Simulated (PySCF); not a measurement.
Species: C2H10SSi4.
Atom-mapped SMILES: `[CH3:1][C:2](=[S:3])[SiH:4]1[SiH2:5][SiH2:6][SiH2:7]1`

Geometry (GFN2-xTB, Å), atoms numbered from 1 in this order:
```xyz
17
C2H10SSi4 angstrom
C     -2.9535   -0.9232    0.1031
C     -1.4676   -0.9070    0.0606
S     -0.6187   -2.3107    0.0319
Si    -0.5000    0.7067    0.0379
Si     1.0915    0.6072   -1.7188
Si     2.7982    0.2750   -0.1207
Si     1.2470    0.5665    1.6366
H     -3.3470   -1.9373    0.0622
H     -3.2966   -0.4420    1.0203
H     -3.3524   -0.3457   -0.7315
H     -1.5515    1.7419    0.0929
H      0.8653   -0.4128   -2.7464
H      1.1689    1.8571   -2.4896
H      3.4856   -1.0195   -0.1644
H      3.9078    1.2397   -0.1663
H      1.3968    1.7972    2.4290
H      1.1193   -0.4809    2.6533
```

Probes without a nucleus sit at each ring's centroid and 1 Å off its mean plane on both sides; NICS is minus the shielding there, NICSzz its component along the normal. Level: GIAO PBE0/pcSseg-1 (PySCF, non-relativistic, gas phase) on the GFN2-xTB geometry, one conformer.

Ring bond lengths (Å), with Mayer bond orders in brackets: Si4–Si5 2.373 (0.86), Si5–Si6 2.362 (0.85), Si6–Si7 2.362 (0.84), Si7–Si4 2.372 (0.86).

Q: What do the NICS probes read (ppm)?

A: 
```tsv
ring	type	NICS(0)	NICS(1), two faces	NICS(1)zz, two faces	rms pucker (Å)	centre to ring atoms, mean (Å)
Si4–Si5–Si6–Si7	4-membered ring with 4 Si; formal bonds all single	3.5	-0.2 / 0.5	6.9 / 5.5	0.05	1.67
```

Q: What do they say, and how far can they be read as aromaticity?

A: 
- Si4–Si5–Si6–Si7: mean NICS(1)zz 6.2 ppm, deshielded. Si4, Si5, Si6, Si7 have four or more neighbours, and the NICS criterion for π rings isn't applied.
